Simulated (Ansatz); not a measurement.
`[CH3][GeH2][O][CH2][GaH2]`, charge 0, multiplicity 1.

(1) Give a relaxed structure at PBE0-D4/def2-TZVP (Ansatz 0.2.0). (Estimate.)

Answers

(1) Computed: 
Cartesian coordinates in Å:
```
C -0.441 -2.325 -0.296
Ge -0.705 -0.781 0.852
O 0.500 0.470 0.376
C 0.397 1.110 -0.932
Ga 1.025 2.617 0.167
H -1.167 -3.103 -0.055
H 0.564 -2.724 -0.159
H -0.572 -2.039 -1.340
H -2.098 -0.151 0.659
H -0.397 -1.052 2.332
H -0.635 1.130 -1.294
H 1.043 0.607 -1.652
H 2.558 2.772 0.445
H -0.072 3.469 0.897
```
This is one stationary point; other conformers may exist.
